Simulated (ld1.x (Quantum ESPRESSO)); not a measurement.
# Reading a pseudo-wave (B (Z = 5))

Columns: radius, all-electron u(r) and pseudo u(r) of the 2s shell (level -9.44 eV) of boron in the configuration [He] 2s2 2p1; PBE, non-relativistic, TM semilocal scheme, ld1.x (Quantum ESPRESSO) 7.5.

```tsv
r (bohr)	all-electron	pseudo
0.198	0.3006	-0.0836
0.395	0.0944	-0.1791
0.593	-0.1855	-0.2984
0.790	-0.4176	-0.4400
0.988	-0.5826	-0.5808
1.185	-0.6823	-0.6814
1.383	-0.7287	-0.7287
1.580	-0.7350	-0.7350
1.778	-0.7136	-0.7136
1.975	-0.6746	-0.6746
2.173	-0.6250	-0.6250
2.370	-0.5707	-0.5707
2.568	-0.5149	-0.5149
2.765	-0.4606	-0.4606
2.963	-0.4088	-0.4088
3.160	-0.3611	-0.3611
3.358	-0.3172	-0.3172
3.555	-0.2778	-0.2778
3.753	-0.2424	-0.2424
3.950	-0.2111	-0.2111
4.148	-0.1833	-0.1833
4.345	-0.1590	-0.1590
4.542	-0.1376	-0.1376
4.740	-0.1189	-0.1189
4.938	-0.1026	-0.1026
5.135	-0.0884	-0.0884
```

Task: How many radial nodes do the two functions have?

Result: The all-electron 2s function has n − l − 1 = 1; the pseudo-wave has 0, since the states of the same l below it are removed with the core.

Task: At about which radius was the pseudo-wave matched?

Result: 1.45 bohr, where the columns begin to agree (steps of 0.20 bohr).

Task: Is the pseudo-wave norm-conserving?

Result: Yes: the TM semilocal scheme keeps the norm inside the radius equal to the all-electron one, which fixes the energy derivative of the logarithmic derivative at the level.
